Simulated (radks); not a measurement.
Problem. Excited configurations of neutral terbium: one electron is placed in a higher orbital outside [Xe] 4f9 6s1. The ground configuration is [Xe] 4f9 6s2. Method: scalar-relativistic Kohn-Sham, PBE, spin-polarised, spherical densities, finite nucleus; open shells are filled with parallel spins first (spin-orbit coupling, left out, can overturn this in heavy ions); Fermi nuclear charge, rms radius 5.06 fm; computed with a radial shooting solver on a logarithmic mesh with Libxc functionals. Excitation = E - E(ground); binding = E(ion) - E, where the ion is the core of charge +1; n* = 1/sqrt(2 binding) in atomic units, and the quantum defect is n - n*.

outer orbital  excitation (eV)  binding (eV)     n*  quantum defect  eigenvalue (eV)  <r> (bohr)
5f                       4.881         0.983  3.720           1.280           -0.470       16.20
6p                       2.019         3.845  1.881           4.119           -2.057       5.433
6d                       4.304         1.560  2.954           3.046           -0.791       11.29
6f                       5.163         0.701  4.407           1.593           -0.403       27.28
7s                       3.580         2.284  2.441           4.559           -1.409       9.777

Estimate the row for 7d.

Solution. excitation (eV) 4.870; binding (eV) 0.994; n* 3.699; quantum defect 3.301; eigenvalue (eV) -0.585; <r> (bohr) 20.58. The Delta-SCF ionisation energy is 5.864 eV (NIST Atomic Spectra Database: 5.864 eV, measured). Self-interaction in the functional shifts the binding energies and quantum defects, so they are the method's values and not measured ones. Open shells are spherical and high-spin; term and fine-structure splittings are not resolved. Spin-orbit splitting is averaged out at the scalar-relativistic level.
